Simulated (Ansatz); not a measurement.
AlCl, singlet (typed; the unrestricted solution is spin-contaminated), at a GFN2-xTB geometry (such geometries of metal compounds can be far from the true shape), with bond 1-2 at 3.0 times its length; HF/def2-SVP (Ansatz, a quantum-chemistry and plane-wave program).

Here is a job for Ansatz.
Ansatz 0.2 input:
```yaml
crystal:
  periodic: [false, false, false]
  atoms:
    - {symbol: Al, position_ang: [0.00000000, 0.00000000, -5.22757312]}
    - {symbol: Cl, position_ang: [0.00000000, 0.00000000, 0.88257728]}
basis:
  gaussian:
    orbitals: def2-SVP
hamiltonian:
  xc: hf
scf: {lower_state_search: standard}
magnetization: {spin_polarized: true}
```

Output, abridged:

```
Functional definition: HF
316 factors; integrals over basis functions are off by at most 6.0e-5 eV
mean field evaluation 1: about -19075.4159 eV, gradient 1.3e1 eV
mean field evaluation 2: about -19075.4159 eV, gradient 1.3e1 eV
mean field evaluation 4: about -19076.3345 eV, gradient 2.3e0 eV
mean field evaluation 8: about -19076.4345 eV, gradient 2.7e-1 eV
mean field evaluation 16: about -19076.4545 eV, gradient 2.1e-3 eV
mean field evaluation 32: about -19078.1460 eV, gradient 8.2e-5 eV
mean field evaluation 64: about -19078.1388 eV, gradient 1.3e-2 eV
mean field evaluation 96: about -19078.0191 eV, gradient 3.6e0 eV
mean field evaluation 128: about -19078.1411 eV, gradient 4.6e-2 eV
mean field evaluation 160: about -19078.1431 eV, gradient 2.8e-2 eV
mean field evaluation 192: about -19078.1350 eV, gradient 6.4e-3 eV
mean field evaluation 224: about -19076.4526 eV, gradient 1.1e-1 eV
mean field -19078.14602365 eV, -701.1089347374 hartree, gradient 2.7e-6 eV, S^2 1.012882; 5 other end points of the search recorded, 0 dependent functions left out
reference -19078.14602365 eV, -701.1089347374 hartree; 15, 15 occupied and 21, 21 virtual orbitals, 316 factors
Total energy: -19078.14602365 eV, -701.1089347374 hartree
```
